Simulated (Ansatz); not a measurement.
`ClC[SiH2]Br` + SiH₄ → `[SiH3][SiH2]Br` + `CCl`  (formal exchange of groups at the Si–C bond)

Gas-phase electronic energies from Ansatz, PBE0-D4/def2-TZVP geometries. CCSD(T)/CBS is the MP2 limit (def2-TZVPP, def2-QZVPP) plus CCSD(T) − MP2 in def2-TZVPP, frozen cores. This one scheme is used for every species. For Br outer-core shells are correlated without core-valence functions, which leaves a few kJ/mol of doubt a bond. Scalar relativity is left out up to krypton. Each species was taken in one conformer, which may not be the lowest.

| species | CCSD(T)/CBS(def2) energy (Eh) |
| --- | --- |
| `ClC[SiH2]Br` | -3362.68140 |
| SiH₄ | -291.46306 |
| `[SiH3][SiH2]Br` | -3154.51510 |
| `CCl` | -499.63220 |

Problem. Work out ΔE.

Solution. ΔE = (-3154.51510) + (-499.63220) − (-3362.68140) − (-291.46306) = -0.00284 Eh = -7.5 kJ/mol.

Largest T1 diagnostic among the species: 0.011.

The D4 term adds +3.6 kJ/mol with B3LYP and +1.9 kJ/mol with PBE0; it sums over pairs of atoms, weighted by their polarisabilities, and B3LYP, whose exchange is more repulsive, gets the larger term.

B3LYP here is the variant with VWN-RPA as its local correlation; programs differ in this.
